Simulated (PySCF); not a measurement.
B(I)(Me)(OH) (CH₄BIO), SMILES CB(O)I. Atoms are numbered in the order given.

```xyz
8

B      0.1280     1.3510     0.0000
I     -0.0394    -0.8256     0.0000
C     -1.1630     2.2240     0.0000
H     -1.7836     1.9943     0.8808
H     -0.9218     3.2970     0.0000
H     -1.7836     1.9943    -0.8808
O      1.3554     1.8905     0.0000
H      2.0732     1.2468     0.0000
```

Geometry optimised at PBE0-D3(BJ)/def2-SVP. The def2 effective core potentials stand for the cores of I; spin–orbit coupling is left out. One conformer was computed; it need not be the lowest.

Calculation: PBE0-D3(BJ)/def2-SVP (PySCF 2.14.0).

Frequencies are harmonic and unscaled.

Problem. Estimate the vibrational spectrum. (The exact figures need the calculation; the answer reports its results.)

Solution. 
```csv
mode,ν (cm⁻¹),IR (km/mol),moving atoms (share of kinetic energy)
1,85,1.6,H 97 %
2,234,0.8,"C 42 %, H 28 %, O 11 %, B 10 %, I 8 %"
3,292,8.4,"O 59 %, I 18 %, H 12 %"
4,395,0.8,"B 57 %, H 38 %"
5,484,35.4,"B 34 %, H 22 %, C 21 %, O 18 %"
6,626,119.1,"H 84 %, O 12 %"
7,846,1.7,"H 55 %, C 27 %, O 13 %"
8,865,5.0,"H 58 %, B 22 %, C 20 %"
9,931,87.0,"H 65 %, B 18 %, C 14 %"
10,1131,473.4,"H 52 %, B 33 %, O 12 %"
11,1305,83.4,"H 65 %, C 21 %, B 9 %"
12,1402,93.6,"H 71 %, B 18 %"
13,1425,10.9,H 96 %
14,1466,140.5,"B 47 %, H 32 %, O 15 %"
15,3061,0.4,H 97 %
16,3152,0.2,"H 91 %, C 9 %"
17,3174,6.7,"H 90 %, C 10 %"
18,3886,98.2,H 94 %
```
